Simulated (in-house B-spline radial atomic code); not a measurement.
Results of a calculation; reference values are marked as such.
## Xe ion on O atom: potential, deflection and energy transfer

The pair potential comes from two frozen, spherical free-atom densities (PBE, B-spline radial code, scalar-relativistic past argon): electrostatics plus the change in Thomas-Fermi kinetic and Dirac exchange energy where they overlap, the recipe behind the universal ZBL potential, which averages such potentials (from solid-state densities) over many pairs. It is written V = (Z1 Z2 e²/r) φ(r/a), with e² = 14.3996 eV·Å and a = 0.46850 Å/(Z1^0.23 + Z2^0.23); ZBL's fit is φ = 0.18175 e^(−3.1998x) + 0.50986 e^(−0.94229x) + 0.28022 e^(−0.4029x) + 0.02817 e^(−0.20162x). Where φ falls below 4e-4 it is continued as an exponential.

Masses 131.29 and 16.0 u.

| x = r/a | φ, this pair | φ, ZBL |
| --- | --- | --- |
| 0.1 | 0.8833 | 0.8928 |
| 0.25 | 0.7585 | 0.7647 |
| 0.5 | 0.6083 | 0.6096 |
| 1 | 0.4189 | 0.4164 |
| 1.5 | 0.304 | 0.2995 |
| 2 | 0.2286 | 0.2218 |
| 3 | 0.1381 | 0.1292 |
| 4 | 0.08747 | 0.08026 |
| 5 | 0.05702 | 0.05224 |
| 6.5 | 0.0322 | 0.02914 |
| 8 | 0.01895 | 0.01705 |
| 10 | 0.009612 | 0.008778 |
| 12 | 0.00517 | 0.00474 |
| 14.5 | 0.002557 | 0.002328 |
| 17 | 0.001279 | 0.001212 |
| 20 | 0.0005279 | 0.0005882 |

(1) At x = 5 the electrostatic, kinetic and exchange parts are -47.59, 741.23 and -70.31 eV. Find r, V and φ.

(2) The ion comes in at 50.31 keV with impact parameter 0.2276 Å. The scattering integral gives a centre-of-mass angle of 58.72° and a closest approach of 2.867 a. What are the reduced energy, the energy passed on and the laboratory angles?

Answers

(1) a = 0.46850/(2.5029 + 1.6133) = 0.11382 Å, so r = 0.56909 Å. V = -47.59 + 741.23 + (-70.31) = 623.33 eV. The bare repulsion is 54 × 8 × 14.3996/0.56909 = 10931 eV, so φ = 0.0570, +9.2 % against ZBL's 0.0522. The kinetic (Pauli) term is 119 % of V here, as the other two terms together attract.

(2) ε = E a M2/(Z1 Z2 e² (M1 + M2)) = 50310 × 1.9876e-06 = 0.1. The most that one collision can pass on is γE with γ = 4 M1 M2/(M1 + M2)² = 0.3873. Here T = γE sin²(θ/2) = 0.3873 × 50310 × 0.2404 = 4684 eV. The ion turns by arctan(sin θ/(cos θ + M1/M2)) = 5.6°, and the struck atom leaves at (180° − θ)/2 = 60.6°. The closest approach is 0.326 Å. With ZBL the angle would be 57.39° and T = 4493 eV.
